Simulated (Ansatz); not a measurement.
C₉H₁₈ (`CCCC1CCCCC1`), relaxed with RKS PBE0-D4/def2-TZVP in Ansatz from a GFN2-xTB geometry. The force threshold is 0.005 eV/Å; the program also tests the step.

Total charge 0; spin multiplicity 1.

Start:

```xyz
27

C    -0.599    1.575    3.076
C    -0.554    0.945    1.688
C     0.804    0.296    1.425
C     0.996   -0.324    0.033
C     0.805    0.691   -1.111
C    -0.540    0.522   -1.809
C    -0.635   -0.851   -2.483
C     0.083   -1.929   -1.660
C     0.104   -1.554   -0.183
H     0.161    2.349    3.169
H    -1.572    2.027    3.260
H    -0.418    0.825    3.844
H    -0.748    1.717    0.943
H    -1.347    0.199    1.615
H     0.968   -0.484    2.172
H     1.579    1.054    1.569
H     2.036   -0.670   -0.002
H     0.900    1.706   -0.724
H     1.594    0.555   -1.855
H    -0.669    1.308   -2.557
H    -1.343    0.632   -1.080
H    -1.687   -1.114   -2.604
H    -0.194   -0.804   -3.480
H     1.113   -2.038   -2.006
H    -0.412   -2.892   -1.798
H     0.487   -2.386    0.411
H    -0.915   -1.356    0.148
```

```
step  energy (eV)  largest force (eV/Å)  largest move (Å)
   1   -9619.5156                 0.451             0.000
   2   -9619.5323                 0.180             0.025
   3   -9619.5348                 0.038             0.023
   4   -9619.5351                 0.015             0.026
   5   -9619.5352                 0.014             0.014
   6   -9619.5353                 0.005             0.015
   7   -9619.5353                 0.002             0.008
```

End:

```xyz
27

C    -0.619    1.551    3.080
C    -0.534    0.970    1.679
C     0.809    0.307    1.412
C     0.998   -0.316    0.030
C     0.805    0.694   -1.121
C    -0.537    0.524   -1.817
C    -0.646   -0.857   -2.470
C     0.074   -1.937   -1.649
C     0.124   -1.557   -0.178
H     0.160    2.302    3.242
H    -1.584    2.029    3.261
H    -0.485    0.773    3.837
H    -0.705    1.766    0.947
H    -1.345    0.248    1.539
H     0.977   -0.468    2.172
H     1.598    1.054    1.567
H     2.039   -0.659   -0.011
H     0.916    1.716   -0.744
H     1.600    0.562   -1.863
H    -0.684    1.307   -2.566
H    -1.341    0.651   -1.085
H    -1.701   -1.119   -2.589
H    -0.224   -0.824   -3.479
H     1.101   -2.059   -2.011
H    -0.414   -2.905   -1.787
H     0.514   -2.381    0.426
H    -0.895   -1.373    0.180
```

Hardware: 4 threads of an AMD EPYC 7R13 on a shared host and a share of an NVIDIA H100 80 GB. Wall time 38 s, peak host memory 1 GiB.
